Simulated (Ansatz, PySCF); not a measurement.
The pair A = C2H4 (SMILES C=C) (first 6 atoms), B = CH2O2 (SMILES O=CO); geometry from B3LYP-D3(BJ)/def2-TZVP.
(charge 0, multiplicity 1):
```xyz
11

C     -0.58151    -0.24368    -0.01599
C      0.61768     0.32000     0.07119
H     -0.80659    -1.16663     0.50484
H     -1.37330     0.19040    -0.61471
H      0.85552     1.23808    -0.45262
H      1.40551    -0.12684     0.66567
O      0.35661    -1.18326     3.27234
C     -0.13780    -0.20798     3.76701
O     -0.59115     0.85925     3.10076
H     -0.28360    -0.06429     4.84604
H     -0.45206     0.71100     2.14236
```

Frozen-core correlation.

Codes used: Ansatz (Gaussian basis) for Hartree–Fock, density functionals and correlated methods; PySCF for the dispersion terms. Values without a source in brackets are computed.

The monomers are drawn apart, rigid, along the line of their centres of mass. Counterpoise-corrected interaction energies (kcal/mol):

```tsv
level	R = 4.279 Å	R = 5.224 Å
PBE/def2-TZVPPD	-1.8702	-0.6835
PBE-D3(BJ)/def2-TZVPPD	-2.4604	-0.8916
wB97M-V/def2-TZVPPD	-2.2150	-0.8269
CCSD(T)/aug-cc-pVDZ	-2.0290	-0.7682
```

**Question.** R is the distance of the centres of mass. Find the local exponent m of E ∝ R⁻ᵐ between the two points.

**Answer.** 
m = ln(E₁/E₂)/ln(R₂/R₁): PBE/def2-TZVPPD 5.0; PBE-D3(BJ)/def2-TZVPPD 5.1; wB97M-V/def2-TZVPPD 4.9; CCSD(T)/aug-cc-pVDZ 4.9. For scale, two fixed dipoles give m = 3, dipole and quadrupole 4, quadrupoles 5, and dispersion or dipole-induced dipole 6 at long range; at these distances several terms mix, and what is left of overlap and damping shifts m, so it need not match one of them.

Ansatz is a first-principles code.
